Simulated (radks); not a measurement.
Spherical quantum dot in the effective-mass picture: electrons in a hard-walled sphere of radius 3.52, with a point charge +1 (a donor) at the centre, all in effective atomic units (hartree* = m*/eps^2 hartree, bohr* = eps/m* bohr), one dielectric constant everywhere. Calculated with a radial shooting solver with Libxc functionals: non-relativistic Kohn-Sham, LDA (Slater exchange, Perdew-Wang correlation), spin-polarised, spherical densities. Levels are named by radial order and angular momentum (1s, 1p, 1d, 2s, ...), and open shells are averaged over m.

N = 4, configuration 1s2 1p(up 2, down 0). This is the lowest configuration that the search found. Occupied and some empty levels:

level,occupation,eigenvalue (hartree*),<r> (bohr*)
1s up,1,1.1964,1.607
1s down,1,1.2657,1.570
1p up,2,1.6774,2.114
1p down,0,1.7642,2.113
2s up,0,2.1794,1.706
1d up,0,2.1868,2.309
2s down,0,2.2331,1.730
1d down,0,2.2743,2.313
1f up,0,2.7998,2.438
1f down,0,2.8852,2.442

Energy (hartree*): total 2.36530, kinetic 2.5563, external -2.7543, Hartree 3.8483, exchange-correlation -1.2850.
